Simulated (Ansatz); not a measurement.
AlH₅SSi₂ (`[SiH3][SiH]1[AlH][S]1`), relaxed with RKS PBE0-D4/def2-TZVP in Ansatz from a PBE-D4/def2-SVP geometry. The force threshold is 0.005 eV/Å; the program also tests the step.

Charge 0, multiplicity 1.

Start:

```xyz
9

Si    1.558   -0.711    0.398
Si   -0.265    0.132   -0.813
Al   -2.394    0.537    0.082
S    -0.901    2.135    0.030
H     2.769    0.174    0.251
H     1.177   -0.779    1.853
H     1.913   -2.098   -0.077
H     0.039    0.233   -2.288
H    -3.897    0.376    0.564
```

By how much does the energy fall, and how many steps does the optimiser take? (Estimate.)

The calculation gave: 0.73 kcal/mol, in 7 steps, 2 of them rejected.

Which bonds change most? (Best estimate.)

Ansatz gave: Si2–S4 from 2.265 to 2.217 Å; Al3–S4 from 2.188 to 2.167 Å; Si2–Al3 from 2.344 to 2.324 Å; Si1–H7 from 1.508 to 1.489 Å.

Give the relaxed structure. (Estimate.)

Computed: 
```xyz
9

Si    1.551   -0.704    0.399
Si   -0.256    0.155   -0.796
Al   -2.378    0.526    0.076
S    -0.908    2.116    0.006
H     2.756    0.158    0.255
H     1.181   -0.778    1.838
H     1.883   -2.073   -0.084
H     0.035    0.231   -2.256
H    -3.865    0.372    0.562
```
